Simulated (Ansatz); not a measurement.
Ansatz (a program for electronic structure) input:

Ansatz 0.2 input:
```yaml
crystal:
  periodic: [false, false, false]
  atoms:
    - {symbol: F, position_ang: [-1.41283264, 0.50318779, -0.91452087]}
    - {symbol: C, position_ang: [-0.75314035, -0.19074546, 0.01355477]}
    - {symbol: F, position_ang: [-1.26852215, 0.08451845, 1.21216775]}
    - {symbol: F, position_ang: [-0.89488974, -1.49345035, -0.23328280]}
    - {symbol: C, position_ang: [0.75314035, 0.19074546, -0.01355477]}
    - {symbol: F, position_ang: [0.89488974, 1.49345035, 0.23328280]}
    - {symbol: F, position_ang: [1.26852215, -0.08451845, -1.21216775]}
    - {symbol: F, position_ang: [1.41283264, -0.50318779, 0.91452087]}
basis:
  gaussian:
    orbitals: STO-3G
hamiltonian:
  xc: {name: PBE0}
```

What final total energy does it print?

-665.06372 Eh (PBE0/STO-3G). The basis has 40 functions.
